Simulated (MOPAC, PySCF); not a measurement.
C$_{2}$H$_{5}$B, SMILES `C1BC1`, neutral singlet in the gas phase. 

Z-matrix (Å, degrees):
```
C
H 1 1.0858
H 1 1.0858 2 112.30
B 1 1.5237 2 120.09 3 -149.76
H 4 1.1802 1 149.45 2 73.71
C 4 1.5237 5 149.45 1 180.00
H 6 1.0858 4 120.09 5 73.71
H 6 1.0858 7 112.30 1 -141.32
```
Charge 0, spin multiplicity 1.

All levels are single points at this geometry (B3LYP-D3(BJ)/def2-TZVP); Pople sets use spherical d functions. Orbital energies aren't observables, and empty levels follow the basis.

```json
[
 {"level": "B3LYP-D3(BJ)/def2-TZVP in PySCF", "HOMO (eV)": "-7.23", "LUMO (eV)": "-1.51", "gap (eV)": "5.72", "dipole (D)": "0.20", "vertical IE, Delta-SCF (eV)": "9.92"},
 {"level": "PBE-D3(BJ)/def2-TZVP in PySCF", "HOMO (eV)": "-6.14", "LUMO (eV)": "-2.31", "gap (eV)": "3.83", "dipole (D)": "0.32", "vertical IE, Delta-SCF (eV)": "9.78"},
 {"level": "B3LYP/3-21G in PySCF", "HOMO (eV)": "-7.08", "LUMO (eV)": "-1.21", "gap (eV)": "5.87", "dipole (D)": "0.34", "vertical IE, Delta-SCF (eV)": "–"},
 {"level": "B3LYP/6-311+G** in PySCF", "HOMO (eV)": "-7.24", "LUMO (eV)": "-1.54", "gap (eV)": "5.70", "dipole (D)": "0.19", "vertical IE, Delta-SCF (eV)": "–"},
 {"level": "B3LYP/6-31G* in PySCF", "HOMO (eV)": "-6.89", "LUMO (eV)": "-1.09", "gap (eV)": "5.80", "dipole (D)": "0.29", "vertical IE, Delta-SCF (eV)": "9.73"},
 {"level": "BP86/6-31G* in PySCF", "HOMO (eV)": "-5.88", "LUMO (eV)": "-2.01", "gap (eV)": "3.87", "dipole (D)": "0.40", "vertical IE, Delta-SCF (eV)": "–"},
 {"level": "PBE/6-31G* in PySCF", "HOMO (eV)": "-5.78", "LUMO (eV)": "-1.94", "gap (eV)": "3.83", "dipole (D)": "0.41", "vertical IE, Delta-SCF (eV)": "9.58"},
 {"level": "PM3 in MOPAC", "HOMO (eV)": "-11.30", "LUMO (eV)": "0.41", "gap (eV)": "11.71", "dipole (D)": "0.43", "vertical IE, Delta-SCF (eV)": "–"},
 {"level": "PM7 in MOPAC", "HOMO (eV)": "-10.36", "LUMO (eV)": "-0.58", "gap (eV)": "9.78", "dipole (D)": "0.53", "vertical IE, Delta-SCF (eV)": "–"}
]
```
